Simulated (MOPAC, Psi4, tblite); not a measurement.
Approach curve of the dimer C2H6 ··· Cl- (SMILES CC and [Cl-]) (charge -1). Monomers: optimised at B3LYP-D3(BJ) (def2-TZVP), held rigid. Orientation: lowest of the rigid-body minima from ten starts at GFN2-xTB. The monomers approach along the line of their centres of mass (distance R); nothing else relaxes.

Geometry at R = 3.94 Å (first 8 atoms: monomer A):
```
9

C      0.7622    -0.0193     0.0332
C     -0.7622     0.0193    -0.0332
H      1.1994     0.9078    -0.3430
H      1.1649    -0.8396    -0.5642
H      1.1115    -0.1560     1.0585
H     -1.1994    -0.9078     0.3430
H     -1.1649     0.8396     0.5642
H     -1.1115     0.1559    -1.0585
Cl    -2.2216     2.6530     1.8740
```

Levels of theory: GFN2-xTB (tblite); PM3, restricted, heats of formation (MOPAC); revPBE-D3(BJ)/def2-TZVPD, counterpoise-corrected (Psi4); SCS-MP2/aug-cc-pVDZ = DF-SCS-MP2/aug-cc-pVDZ, frozen core, counterpoise-corrected run with Psi4; revPBE/def2-TZVPD, counterpoise-corrected (Psi4).

Interaction energies in kJ/mol (negative: bound); R is the distance of the centres of mass, d the H7···Cl9 distance.

| R / Å | d / Å | GFN2-xTB | PM3 | revPBE-D3(BJ)/def2-TZVPD | SCS-MP2/aug-cc-pVDZ | revPBE/def2-TZVPD |
|---|---|---|---|---|---|---|
| 3.32 | 1.86 | 19.37 | -18.39 | 26.35 | 41.51 | 35.59 |
| 3.55 | 2.09 | -2.37 | -15.58 | 0.69 | 10.09 | 8.47 |
| 3.71 | 2.25 | -7.70 | -15.69 | -7.71 | -0.90 | -0.88 |
| 3.94 | 2.47 | -9.49 | -14.69 | -12.78 | -8.37 | -7.20 |
| 4.17 | 2.70 | -8.73 | -11.37 | -13.68 | -10.65 | -9.21 |
| 4.38 | 2.91 | -7.48 | -8.37 | -12.91 | -10.60 | -9.33 |
| 4.65 | 3.18 | -5.92 | -5.65 | -11.14 | -9.39 | -8.53 |
| 4.93 | 3.46 | -4.61 | -3.98 | -9.16 | -7.79 | -7.34 |
| 5.47 | 3.99 | -2.87 | -2.43 | -6.06 | -5.15 | -5.17 |
| 6.10 | 4.62 | -1.68 | -1.55 | -3.74 | -3.17 | -3.33 |
| 7.15 | 5.67 | -0.75 | -0.81 | -1.78 | -1.55 | -1.64 |
| 8.45 | 6.96 | -0.32 | -0.41 | -0.81 | -0.74 | -0.77 |

Lowest grid point: GFN2-xTB -9.49 kJ/mol at R = 3.94 Å; PM3 -18.39 kJ/mol at R = 3.32 Å; revPBE-D3(BJ)/def2-TZVPD -13.68 kJ/mol at R = 4.17 Å; SCS-MP2/aug-cc-pVDZ -10.65 kJ/mol at R = 4.17 Å; revPBE/def2-TZVPD -9.33 kJ/mol at R = 4.38 Å.
